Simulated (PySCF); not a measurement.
H₂BO₃ (SMILES [O]B(O)O), doublet, at the geometry optimised at the base level; PySCF with HF/STO-3G, frequencies.

PySCF was given this input:
```python
from pyscf import gto, scf
from pyscf.hessian import thermo

mol = gto.Mole()
mol.atom = '''
    O     1.365212   -0.479129    0.004199
    B     0.046977   -0.016487    0.000144
    O    -0.927627   -0.971772    0.002610
    O    -0.116854    1.338339   -0.005823
    H    -1.860272   -0.818936    0.000476
    H    -0.940457    1.801867   -0.009091
'''
mol.basis = 'sto-3g'
mol.charge = 0
mol.spin = 1
mol.verbose = 3
mol.build()

mf = scf.UHF(mol)
mf.kernel()
hess = mf.Hessian().kernel()
freq = thermo.harmonic_analysis(mf.mol, hess)
print('frequencies / cm-1', freq['freq_wavenumber'].round(1))
th = thermo.thermo(mf, freq['freq_au'], 298.15, 101325)
thermo.dump_thermo(mf.mol, th)
```

What the program printed (banner, timings and long lists left out):

```
converged SCF energy = -247.163089307828  <S^2> = 0.75435797  2S+1 = 2.0043532
frequencies / cm-1 [   0. +810.9j    0. +799.5j  168.5  +0.j   327.8  +0.j   622.4  +0.j
  690.6  +0.j   707.1  +0.j   960.8  +0.j  1564.7  +0.j  1650.8  +0.j
 4752.5  +0.j  4753.3  +0.j ]
temperature 298.1500 [K]
pressure 101325.00 [Pa]
Rotational constants [GHz] 10.61391 9.74929 5.08162
Symmetry number 1
Zero-point energy (ZPE) 0.03690 [Eh]   96887.980 [J/mol]
                           tot       elec      trans        rot        vib
Entropy [J/mol/K]       286.258      5.763    159.979    100.117     20.399
Cv [J/mol/K]             52.870      0.000     12.472     12.472     27.926
Cp [J/mol/K]             61.184      0.000     20.786     12.472     27.926
Internal energy [J/mol]                      3718.434   3718.434 100621.079
Internal energy [Eh]   -247.12193  -247.16309
Enthalpy [J/mol]                             6197.391   3718.434 100621.079
Enthalpy [Eh]          -247.12099
Gibbs free energy [J/mol]                  -41500.385 -26131.502  94539.263
Gibbs free energy [Eh] -247.15350
```
